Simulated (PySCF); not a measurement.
A run for PySCF: R-HF/STO-3G on FHO2S (a complex).

```python
from pyscf import gto, scf, dft, mp
from pyscf.data.elements import chemcore

mol = gto.M(
    atom='''
    F     0.35084368    0.50696988   -0.65679428
    H     0.08404084    0.72411377    0.21057448
    O    -0.33595288    0.66260681    2.00924566
    S    -0.19430013   -0.57048940    2.75158564
    O    -0.53505073   -0.55502942    4.14432633
    ''',
    basis='sto-3g',
    charge=0, spin=0, verbose=3, max_memory=1800)
mf = scf.RHF(mol)
mf.conv_tol = 1e-8
mf.max_cycle = 100
mf.kernel()
if not mf.converged:
    mf = mf.newton().run(mf.mo_coeff, mf.mo_occ)
```

Output:

```
converged SCF energy = -639.190467414924
```

The run converged.

Cost: about 0.17 core-seconds (a rough figure).
